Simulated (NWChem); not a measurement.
# NH3SeS; SMILES N[Se]S

```xyz
6

Se     0.4351    -0.4542    -0.0077
N     -1.1966    -1.3596    -0.0130
H     -1.2840    -1.9421     0.8149
H     -1.2925    -1.9184    -0.8562
S     -0.2169     1.6838    -0.0552
H     -0.3709     1.8810     1.2758
```
Atoms are numbered in this order, from 1.

Results from NWChem. The geometry was optimised at B3LYP/6-31G* (spherical d). Vertical excitations in the gas phase; the lowest state need not have the same character in each row.

For level PBE/def2-SVPD, full TDDFT:

```
Property                                  Result
----------------------------------------  ------
lowest excitation, singlet (eV)             3.85
lowest state with f > 0.02, singlet (eV)    5.33
oscillator strength of that bright state   0.081
orbital gap (eV)                            3.53
```

What are these values for level B3LYP/def2-SVPD, full TDDFT?


* **lowest excitation, singlet (eV)**: 3.98
* **lowest state with f > 0.02, singlet (eV)**: 5.18
* **oscillator strength of that bright state**: 0.030
* **orbital gap (eV)**: 5.10
